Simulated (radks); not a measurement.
Isoelectronic series with 27 electrons, all held in the configuration [Ar] 3d9, which need not be the ground one along the series. Calculated with a radial shooting solver on a logarithmic mesh with Libxc functionals: Dirac Kohn-Sham, PBE, spin-unpolarised, spherical densities, point nucleus; open shells fill j = l - 1/2 first. Total energies (hartree) and orbital eigenvalues (hartree):

| ion | E (hartree) | 3d5/2 | 3d3/2 | 3p3/2 |
|---|---|---|---|---|
| Xe27+ | -7065.22908 | -56.38768 | -56.91607 | -65.15429 |
| Ba29+ | -7678.1247 | -63.86760 | -64.50568 | -73.21386 |
| Ce31+ | -8319.3400 | -71.79367 | -72.55764 | -81.73793 |
| Nd33+ | -8989.3250 | -80.16577 | -81.07340 | -90.72812 |
| Sm35+ | -9688.5629 | -88.98388 | -90.05454 | -100.1862 |
| Gd37+ | -10417.5735 | -98.24806 | -99.50284 | -110.1142 |
| Dy39+ | -11176.9154 | -107.9584 | -109.4202 | -120.5141 |
| Er41+ | -11967.1901 | -118.1151 | -119.8086 | -131.3882 |
| Yb43+ | -12789.0456 | -128.7183 | -130.6703 | -142.7388 |
| Hf45+ | -13643.1808 | -139.7684 | -142.0076 | -154.5683 |
| W47+ | -14530.3504 | -151.2655 | -153.8229 | -166.8794 |
